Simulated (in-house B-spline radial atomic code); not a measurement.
## Ionising I⁵⁺ with different functionals

Computed with a radial B-spline atomic code at the basis-set limit: scalar-relativistic (spin-free X2C) Hamiltonian, Fermi nucleus of rms radius 4.75 fm, spin-polarised at highest spin, spherical fractional occupations for the functionals, and exact exchange of hybrids averaged over the configuration. The ionisation energy is the difference of two self-consistent energies, [Kr] 4d10 5s2 → [Kr] 4d10 5s1, without Breit or QED terms; ε is the level of the shell that loses the electron (its least bound occupied spin orbital). There is no spin-orbit coupling in this Hamiltonian.

```
   method                    rung  ΔSCF (eV)  -ε(5s) (eV)
     PBE0           global hybrid      74.49        70.11
    B3LYP           global hybrid      74.99        70.18
    TPSSh           global hybrid          ?            ?
BHandHLYP           global hybrid      74.34        71.34
  r2SCAN0           global hybrid      74.06        70.21
    B97-1           global hybrid          ?            ?
    HSE06  range-separated hybrid      74.54        69.78
    wB97X  range-separated hybrid      74.43        72.82
CAM-B3LYP  range-separated hybrid      74.95        71.91
  LC-wPBE  range-separated hybrid      74.51        73.16
```

(1) What does B97-1 give?

(2) What does TPSSh give?

(3) Among the functionals, which spreads more, the ΔSCF values or the orbital energies?

(4) How do they compare with the NIST value?

Answers

(1) ΔSCF 74.80 eV, and -ε(5s) = 69.88 eV.

(2) ΔSCF 74.33 eV, and -ε(5s) = 69.18 eV.

(3) The orbital energies: ΔSCF values span about 0.93 eV and the orbital energies 3.97 eV; here energy differences depend much less on the functional than eigenvalues do.

(4) NIST lists 74.4 eV ± 0.4 (semi-empirical, ground level to ground level). Errors run from -0.34 to +0.59 eV; all lie within about twice that uncertainty, so the table can't rank the methods.
